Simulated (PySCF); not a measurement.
From one molecule to another.

First species: [Cu(PH3)3]+ (charge +1 and singlet state).
Bonds: Cu1–P2, Cu1–P6, Cu1–P10. Hydrogens: H3, H4, H5 on P2; H7, H8, H9 on P6; H11, H12, H13 on P10.

Second species: C3H6F2S2Si.
SMILES: `FC(F)[C@@H]1CS[SiH2]S1`

Levels: B3LYP/def2-SVPD for HOMO energy, LUMO energy, HOMO–LUMO gap and static isotropic polarisability; TDDFT B3LYP/def2-SVPD for lowest singlet excitation; TDA B3LYP/def2-SVPD for lowest triplet excitation (Tamm–Dancoff). Geometries: PBE0-D3(BJ)/def2-SVP. Each species is one conformer at its optimised geometry, gas phase, non-relativistic unless stated. Electronic properties by PySCF.

Problem. Which has the higher T1 energy?

Solution. The second: 4.83 eV against 4.60 eV, a difference of 0.23 eV.

Problem. Which of the two has the higher S1 energy, and by how much?

Solution. The second: 5.15 eV against 4.86 eV, a difference of 0.29 eV.

Problem. Which of the two has the higher static isotropic polarisability, and by how much?

Solution. The second: 101.0 au against 99.4 au, a difference of 1.6 au.

Problem. Which of the two has the higher HOMO–LUMO gap, and by how much?

Solution. The second: 6.29 eV against 6.04 eV, a difference of 0.25 eV.

Problem. Which has the higher HOMO energy?

Solution. The second: -7.22 eV against -11.40 eV, a difference of 4.18 eV.

Problem. Which of the two has the higher LUMO energy, and by how much?

Solution. The second: -0.93 eV against -5.36 eV, a difference of 4.43 eV.

On the first: The principal polarisabilities are 76.7, 110.6 and 111.0 au; their mean is the isotropic value. The vertical singlet–triplet gap S1 − T1 is 0.26 eV (TDDFT singlet less Tamm–Dancoff triplet).

On the second: The polarisability is 14.96 Å³ as a volume (1 au = 0.148185 Å³), or 1.15 au for each of the 88 electrons. The vertical singlet–triplet gap S1 − T1 is 0.32 eV (TDDFT singlet less Tamm–Dancoff triplet; S1: HOMO→LUMO, weight 0.86; T1: HOMO→LUMO, weight 0.59, beside HOMO−1→LUMO, weight 0.30).
